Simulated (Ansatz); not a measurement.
A made-up structure of C2HZn, doublet:

```
4
angstrom
C -0.3497 0.7255 -0.1611
C 0.1652 -0.3451 0.0760
Zn 0.9873 -2.0486 0.4549
H 0.4510 -1.1458 -0.5570
```

It is relaxed with PBE-D4/def2-SVP and then PBE0-D4/def2-TZVP (Ansatz 0.2.0). Atoms count as bonded within 1.22 times the sum of their covalent radii (H–H: 0.88 Å). The end point is not checked to be a true minimum.

Problem. Does its bonding change? (Judge from chemistry; the calculation decides.)

Solution. Computed: Yes. Formed: C1–Zn3; broken: C2–Zn3, Zn3–H4.

Where it ends: The first stage lowers the energy by 3.59 eV in 17 steps. It ends as C₂HZn ([CH][C][Zn]):
C1  (0.397, -0.783, 0.326)
C2  (0.138, -0.535, -0.831)
Zn3  (0.808, -1.180, 2.169)
H4  (-0.089, -0.317, -1.850)
(Å)

Labels in which every atom is bracketed show which atoms are joined, not bond orders.

For scale, one of the runs: PBE0-D4/def2-TZVP relaxation, 116 basis functions, launched by `ansatz run in.yaml --threads 2 --pin off --events-out ev --progress --plain --max-ram 4352MiB`. Hardware: 2 CPU threads of an Arm Neoverse V2, shared host. Wall time about 14 s.
